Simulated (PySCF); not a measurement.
Excitation energy of O⁺ by level of theory

O⁺ [He] 2s2 2p3 (4S) → O⁺ [He] 2s1 2p3 3d1 (6D), as a difference of total energies. Calculation: PySCF 2.14, in x2c-QZVPPall with one added diffuse shell each of s, p, d, f type (8s5p4d3f1g, 73 functions); the spin-free X2C one-electron Hamiltonian (Gaussian nucleus). Correlated levels: valence and next inner shell: nothing frozen. The calculations carry no spin-orbit coupling.

```json
{"method": "UHF", "excitation energy (cm⁻¹)": "287250"}
{"method": "MP2 (valence and next inner shell)", "excitation energy (cm⁻¹)": "302880"}
{"method": "SCS-MP2 (valence and next inner shell)", "excitation energy (cm⁻¹)": "306730"}
{"method": "CCSD (valence and next inner shell)", "excitation energy (cm⁻¹)": "304540"}
{"method": "CCSD(T) (valence and next inner shell)", "excitation energy (cm⁻¹)": "304930"}
```

The upper state lies above the first ionisation limit, but in LS coupling its spin forbids autoionisation to the ground ion. A Rydberg-like electron needs more diffuse functions than a valence basis has.

The promoted electron is Rydberg-like, and one or two diffuse shells describe it only roughly, which tends to raise the upper state.
